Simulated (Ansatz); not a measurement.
SrS2. Charge 0, multiplicity 5. Geometry PBE0-D4/def2-TZVP; atoms count from 1.

```tsv
atom	x (Å)	y (Å)	z (Å)
Sr1	0.037	-1.707	0.505
S2	0.821	0.639	-1.039
S3	-0.858	1.068	0.533
```

In the def2 sets Sr takes a core potential; there is no spin–orbit coupling. At PBE0-D4/def2-TZVP a singlet of charge 0 lies 3.63 eV below the quintet, each at its own geometry. The structure comes from a short search, and lower isomers may exist.

Q: Estimate the Mulliken populations from the PBE0/def2-TZVP orbitals of Ansatz.

A: 
```json
{"atom": "Sr1", "charge (e)": "0.54", "spin (α − β)": "1.02"}
{"atom": "S2", "charge (e)": "-0.27", "spin (α − β)": "1.49"}
{"atom": "S3", "charge (e)": "-0.27", "spin (α − β)": "1.49"}
```
Mulliken values and Mayer orders depend strongly on the basis.

Q: Where does the spin sit?

A: Summed by element: Sr 1.02, S 2.98, of 4 unpaired in all. Largest on single atoms: S2 1.49, S3 1.49, Sr1 1.02.

Q: And the Mayer bond orders between bonded heavy atoms (over 0.3)?

A: Sr1–S2 0.43 (2.92 Å); Sr1–S3 0.43 (2.92 Å); S2–S3 1.32 (2.34 Å).
